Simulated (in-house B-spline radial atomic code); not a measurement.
# Ga VIII (Ga7+): [Ne] 3s2 3p(2 up, 3 down) 3d(3 up, 4 down) (an excited or competing configuration)

All numbers are computed (non-relativistic CAM-B3LYP, spin-polarised, spherical fractional occupations; point nucleus) with a B-spline radial code for spherical atoms, not measured.

Z_r = [3n² - l(l+1)]/(2<r>); Z_e = n√(-2ε); the last column is Slater's effective charge. Values are occupation-weighted means over spin.

```json
{"shell": "1s", "electrons": "2", "ε (eV)": "-10298", "<r> (bohr)": "0.04942", "Z_r": "30.35", "Z_e": "27.51", "Slater": "30.70"}
{"shell": "2s", "electrons": "2", "ε (eV)": "-1407.7", "<r> (bohr)": "0.2212", "Z_r": "27.13", "Z_e": "20.34", "Slater": "26.85"}
{"shell": "2p", "electrons": "6", "ε (eV)": "-1265.2", "<r> (bohr)": "0.192", "Z_r": "26.05", "Z_e": "19.29", "Slater": "26.85"}
{"shell": "3s", "electrons": "2", "ε (eV)": "-294.53", "<r> (bohr)": "0.6361", "Z_r": "21.22", "Z_e": "13.96", "Slater": "20.10"}
{"shell": "3p", "electrons": "5", "ε (eV)": "-246.3", "<r> (bohr)": "0.6436", "Z_r": "19.42", "Z_e": "12.76", "Slater": "20.10"}
{"shell": "3d", "electrons": "7", "ε (eV)": "-162.71", "<r> (bohr)": "0.652", "Z_r": "16.10", "Z_e": "10.37", "Slater": "11.90"}
```

The least bound orbital is 3d up at -159.2 eV, and it is also the most diffuse (<r> = 0.6558 bohr).

Caution: exact exchange at fractional occupations of open shells leaves self-interaction of up to several eV.
